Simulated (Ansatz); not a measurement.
Geometry optimisation, RKS PBE/def2-SVP (Ansatz).

Input file:

```yaml
crystal:
  periodic: [false, false, false]
  atoms:
    - { symbol: Mo, position_ang: [0.0, 0.0, 0.0] }
    - { symbol: Cl, position_ang: [0.0, 0.0, 2.66] }
    - { symbol: F, position_ang: [1.77, 0.0, 0.0] }
    - { symbol: F, position_ang: [0.0, 1.77, 0.0] }
    - { symbol: F, position_ang: [-1.77, 0.0, 0.0] }
    - { symbol: F, position_ang: [0.0, -1.77, 0.0] }
    - { symbol: F, position_ang: [0.0, 0.0, -1.77] }
    - { symbol: Br, position_ang: [1.8335, 1.9101, 0.8797] }
    - { symbol: H, position_ang: [1.0356, 1.0788, 2.1967] }
basis:
  gaussian: { orbitals: def2-SVP }
hamiltonian:
  xc: pbe
relax:
  f_tol: 0.15
  max_steps: 25
  restrain:
    - { distance: [0, 7], at: 3.69, k: 30.0 }
    - { distance: [8, 1], at: 2.57, k: 30.0 }
    - { distance: [0, 1], at: 2.31, k: 30.0 }
    - { distance: [8, 7], at: 1.55, k: 30.0 }
```

Run as:

```bash
$ ansatz run input.yaml --threads 4 --pin off --max-ram 5120MiB --backend cpu --events-out ev --progress --plain --runs-dir out
```

Problem. Where does it end, and by what steps?

Solution. The run converged. The restraints hold the end off the free minimum; the threshold counts their pulls, which the force column leaves out. Restrained pairs: Mo1–Br8 (2.79 → 3.72 Å), Cl2–H9 (1.57 → 2.57 Å), Mo1–Cl2 (2.66 → 2.31 Å), Br8–H9 (1.75 → 1.51 Å). After 5 steps the energy has fallen by 5.512 eV (the restraints' own energy left out); H9 moved furthest, 0.78 Å.

| step | energy less start (eV) | largest force component (eV/Å) | accepted |
| --- | --- | --- | --- |
| 0 | 0.0000 | 7.120 | yes |
| 1 | -2.3938 | 4.450 | yes |
| 2 | -3.7302 | 4.274 | yes |
| 3 | -4.7414 | 3.282 | yes |
| 4 | -5.4024 | 1.217 | yes |
| 5 | -5.5118 | 1.318 | yes |

```xyz
9
Properties=species:S:1:pos:R:3
Mo -0.129 -0.123 0.006
Cl -0.225 -0.209 2.314
F 1.711 -0.117 -0.014
F -0.170 1.716 -0.032
F -1.978 -0.148 -0.059
F -0.114 -1.973 -0.051
F -0.125 -0.138 -1.843
Br 2.315 2.371 1.285
H 1.585 1.611 2.361
```

Run time: 31 s on 4 threads of Arm Neoverse V1, on a shared host, peak memory 0.28 GiB.
